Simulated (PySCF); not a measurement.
Species: C₄H₅F₃OS.
Geometry (GFN2-xTB, Å), atoms numbered from 1 in this order:
```
atom  x, y, z in Å
C1    -1.8738    0.0413   -0.5194
C2    -0.8110   -0.8653    0.0222
O3    -0.5973   -1.9785   -0.3701
C4    -0.0087   -0.2965    1.1913
S5     0.8263    1.2759    0.8054
C6     1.9824    0.6455   -0.4601
F7     2.8347    1.6008   -0.8102
F8     1.3457    0.2472   -1.5628
F9     2.6862   -0.3916   -0.0116
H10   -1.5078    1.0595   -0.6202
H11   -2.2256   -0.3293   -1.4779
H12   -2.7076    0.0510    0.1817
H13    0.7362   -1.0170    1.5327
H14   -0.6805   -0.0435    2.0121
```

The calculation used CAM-B3LYP/def2-SVPD in PySCF (dipole) on a GFN2-xTB geometry, gas phase.

Masses are those of the commonest isotopes; rigid-rotor values at the optimised geometry. The values belong to one conformer with, in the numbering `[CH3:1][C:2](=[O:3])[CH2:4][S:5][C:6]([F:7])([F:8])[F:9]`, C1–C2–C4–S5 -58°, C2–C4–S5–C6 -65°.

Q: What are A, B and C (cm⁻¹)?

A: Ia = 225.15, Ib = 507.26, Ic = 554.25 u·Å²; 505379 MHz·u·Å²/I gives 2245, 996.3 and 911.8 MHz, that is A = 0.07487, B = 0.03323, C = 0.03042 cm⁻¹.

Q: What kind of rotor is it?

A: An asymmetric top; Ray's κ = -0.873.

Q: Is it planar, by Δ = Ic − Ia − Ib?

A: Not planar: Δ = Ic − Ia − Ib = -178.16 u·Å². For a rigid frame Δ = −2 Σ m c², so Σ m c² = 89.08 u·Å² lies off the ab plane: 12.22 from hydrogen and 76.86 from heavier atoms. The atom farthest from that plane is 1.89 Å away.

Q: Give the other two planar moments, Paa and Pbb, and the rms extents of the mass along the axes.

A: Paa = Σ m a² = (Ib + Ic − Ia)/2 = 418.18 and Pbb = Σ m b² = (Ia + Ic − Ib)/2 = 136.07 u·Å². With the mass M = 158.00 u, the rms extents √(P/M) along a, b and c are 1.63, 0.93, 0.75 Å.

Q: Where do the levels up to J = 3 lie, in MHz?

A: Above 0(0,0):
J = 1: 1(0,1) 1908, 1(1,1) 3156, 1(1,0) 3241
J = 2: 2(0,2) 5720, 2(1,2) 6888, 2(1,1) 7142, 2(2,1) 10887, 2(2,0) 10891
J = 3: 3(0,3) 11428, 3(1,3) 12483, 3(1,2) 12990, 3(2,2) 16611, 3(2,1) 16632, 3(3,1) 23066, 3(3,0) 23066

Q: Predict some low-J microwave lines.

A: The dipole components are |μa| = 1.29 D, |μb| = 3.16 D, |μc| = 0.19 D. The squared components, which scale the intensities, stand as 0.17 : 1.00 : 0.00 (a : b : c). Some lines, for components of 0.1 D or more:

```
type  branch         J(Ka,Kc)    MHz  lower level (cm⁻¹)
   c       Q  1(1,1) ← 1(0,1)   1248               0.064
   b       Q  4(1,3) ← 4(0,4)   1763               0.634
   b       R  2(0,2) ← 1(1,1)   2564               0.105
   c       Q  4(2,3) ← 4(1,3)   3457               0.693
   b       Q  4(2,2) ← 4(1,3)   3519               0.693
   c       Q  3(2,2) ← 3(1,2)   3621               0.433
   a       R  2(0,2) ← 1(0,1)   3812               0.064
   b       Q  2(2,1) ← 2(1,2)   3998               0.230
   b       Q  3(2,2) ← 3(1,3)   4128               0.416
   a       R  3(0,3) ← 2(0,2)   5708               0.191
   c       Q  4(3,2) ← 4(2,2)   6405               0.811
   b       R  4(0,4) ← 3(1,3)   6536               0.416
   b       R  3(1,3) ← 2(0,2)   6763               0.191
   a       R  4(1,4) ← 3(1,3)   7456               0.416
   a       R  4(0,4) ← 3(0,3)   7592               0.381
   a       R  4(2,3) ← 3(2,2)   7629               0.554
   a       R  4(3,1) ← 3(3,0)   7641               0.769
   c       R  4(1,3) ← 3(0,3)   9355               0.381
   c       R  3(2,1) ← 2(1,1)   9490               0.238
   b       R  3(2,1) ← 2(1,2)   9743               0.230
   b       R  4(2,3) ← 3(1,2)  11250               0.433
   c       R  4(2,3) ← 3(1,3)  11757               0.416
   b       R  4(2,2) ← 3(1,3)  11818               0.416
   c       R  3(3,1) ← 2(2,1)  12180               0.363
   c       R  4(3,2) ← 3(2,2)  14096               0.554
   b       R  4(3,1) ← 3(2,2)  14097               0.554
   b       R  4(4,0) ← 3(3,1)  16667               0.769
```

Q: Estimate the classical rotational partition function at 10 K, 25 K and 298.15 K.

A: Point group C1, symmetry number σ = 1; q = (√π/σ)·√((kT/h)³/(ABC)), k/h = 20836.6 MHz/K: 3730 at 10 K, 14800 at 25 K, 608000 at 298.15 K.

No frequency check. No vibrational averaging or centrifugal distortion is included, and the geometry carries the error of its method. A rigid rotor knows nothing of internal rotation, which can split or shift real lines.
